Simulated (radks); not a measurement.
Neutral vanadium inside a hard spherical wall (all orbitals vanish at R), configuration held at [Ar] 3d3 4s2 and not refilled when levels cross. All-electron calculation, non-relativistic Kohn-Sham, PBEsol, spin-unpolarised, spherical densities, point nucleus. Program: a radial shooting solver on a logarithmic mesh with Libxc functionals. Eigenvalues in eV, with the zero of energy where the potential of the charges vanishes at infinity; a dash marks a level that is unbound or too diffuse for the functional's potential to be trusted. A positive occupied level is held by the wall or, in an anion where self-interaction has pushed it up, behind a barrier. The pressure on the wall is -dE/dV.

R (bohr),E (hartree),kinetic (hartree),e(3s),e(3p),e(3d),e(4s),"e(4p, empty)","e(5s, empty)",pressure (GPa)
free,-942.57620,941.640,-68.960,-43.807,-5.366,-4.661,-1.443,-,0
20,-942.57620,941.640,-68.960,-43.807,-5.366,-4.661,-1.443,-,< 0.0001
12,-942.57613,941.641,-68.952,-43.799,-5.358,-4.654,-1.409,0.930,0.00128
10,-942.57554,941.646,-68.907,-43.754,-5.315,-4.618,-1.302,1.986,0.0172
8,-942.57024,941.684,-68.653,-43.501,-5.076,-4.398,-0.860,4.686,0.237
7,-942.55860,941.752,-68.265,-43.115,-4.714,-4.035,-0.242,7.587,0.908
4,-942.07622,943.552,-62.084,-37.052,1.117,4.613,11.434,46.887,89.1
3,-940.70537,947.914,-53.655,-28.811,10.011,23.591,33.988,109.34,710
1.5,-910.16513,1031.870,28.526,57.654,103.82,301.32,313.13,732.49,85200
